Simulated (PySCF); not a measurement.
## Co²³⁺ (cobalt, charge +23): Hartree-Fock from Schrödinger to Dirac-Coulomb-Breit

Occupied: 1s1/2, 2s1/2. Hartree-Fock calculated with PySCF 2.14 in an even-tempered Gaussian basis (19 s from 2.1 bohr⁻², ratio 2.3; 13 p from 2.5 bohr⁻², ratio 2.3), Gaussian nucleus throughout. NR is non-relativistic, sf-X2C the spin-free one-electron X2C Hamiltonian, X2C adds the bare one-electron spin-orbit term, X2C-SNSO screens it by Boettger's factors, DC is four-component Dirac-Coulomb, and the Gaunt and Breit terms are added at first order (total energies over the DC spinors, levels after relaxing the spinors in that mean field). QED terms are absent. Levels marked empty are virtual spinors of this ion.

```
Hamiltonian  E (hartree)  E − E(DC) (hartree)  CPU seconds
         NR    -869.6385               8.8169          0.4
     sf-X2C    -878.3051               0.1503         0.24
        X2C    -878.3051               0.1503         0.24
   X2C-SNSO    -878.3051               0.1503         0.24
         DC    -878.4554               0.0000          4.7
   DC+Gaunt    -878.1449               0.3104          8.2
   DC+Breit    -878.1507               0.3047           70
```

Problem. Give the 2p spin-orbit interval with each Hamiltonian that has one.

Solution. X2C 19.52; X2C-SNSO 18.05; DC 18.24; DC+Gaunt 17.66; DC+Breit 17.66 (eV).

```json
{"level (eV)": "1s1/2", "NR": "-9187.6", "sf-X2C": "-9271.0", "X2C": "-9271.0", "X2C-SNSO": "-9271.0", "DC": "-9274.6", "DC+Gaunt": "-9267.2", "DC+Breit": "-9267.3"}
{"level (eV)": "2s1/2", "NR": "-2089.5", "sf-X2C": "-2113.6", "X2C": "-2113.6", "X2C-SNSO": "-2113.6", "DC": "-2113.9", "DC+Gaunt": "-2113.1", "DC+Breit": "-2113.2"}
{"level (eV)": "2p1/2 (empty)", "NR": "-1942.9", "sf-X2C": "-1951.1", "X2C": "-1964.3", "X2C-SNSO": "-1963.3", "DC": "-1963.5", "DC+Gaunt": "-1962.1", "DC+Breit": "-1962.3"}
{"level (eV)": "2p3/2 (empty)", "NR": "-1942.9", "sf-X2C": "-1951.1", "X2C": "-1944.8", "X2C-SNSO": "-1945.2", "DC": "-1945.3", "DC+Gaunt": "-1944.5", "DC+Breit": "-1944.7"}
{"level (eV)": "3s1/2 (empty)", "NR": "-854.27", "sf-X2C": "-861.92", "X2C": "-861.92", "X2C-SNSO": "-861.92", "DC": "-862.00", "DC+Gaunt": "-861.80", "DC+Breit": "-861.83"}
```

Weight of the small component: 1s1/2 0.00956, 2s1/2 0.00213, 2p1/2 0.00207, 2p3/2 0.00205, 3s1/2 0.000855.

Koopmans' value for the highest occupied level at DC+Breit: 2113.2 eV, against an ionisation energy of 2119.4 ± 1.9 eV (semi-empirical (NIST evaluation); NIST Atomic Spectra Database, ionization energies); the former lacks relaxation, correlation, QED and recoil.

The whole ladder took 85 s of wall time on 1 thread of Neoverse-N1 (shared host), launched as `OMP_NUM_THREADS=1 python relrun2.py TASK.json OUT` (a driver that calls PySCF for each Hamiltonian).
